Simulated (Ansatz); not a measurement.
C$_{2}$H$_{8}$ClNOSi, SMILES `CN[SiH](Cl)OC` at its PBE0-D4/def2-TZVP geometry, where that method's forces vanish. Charge 0, multiplicity 1.

```xyz
14

C     1.4005    0.4390   -1.8716
N     0.1284    0.8840   -1.3418
Si   -0.3587    0.6539    0.2572
Cl   -2.1339    1.6669    0.5010
O    -0.5863   -0.9225    0.6141
C    -0.8848   -1.3936    1.9095
H     1.3437   -0.5438   -2.3526
H     2.1301    0.3641   -1.0612
H     1.7965    1.1571   -2.5948
H    -0.5723    1.0859   -2.0358
H     0.6287    1.2030    1.2150
H    -0.2297   -0.9443    2.6652
H    -1.9240   -1.1751    2.1738
H    -0.7382   -2.4745    1.9220
```

(1) What forces (eV/Å) does ωB97M-V/def2-TZVPP give on these atoms in the Gaussian-basis code of Ansatz? (Best estimate.)

Answers

(1) Ansatz gave: 
```
C1   0.288 -0.103 -0.135
N2  -0.225  0.080  0.028
Si3  0.156  0.091  0.123
Cl4 -0.049  0.013  0.011
O5   0.045  0.030 -0.206
C6  -0.075 -0.121  0.297
H7   0.006  0.092  0.045
H8  -0.048  0.005 -0.054
H9  -0.031 -0.069  0.063
H10  0.015  0.002  0.014
H11 -0.105 -0.068 -0.102
H12 -0.050 -0.034 -0.067
H13  0.087 -0.015 -0.025
H14 -0.016  0.097  0.008
```
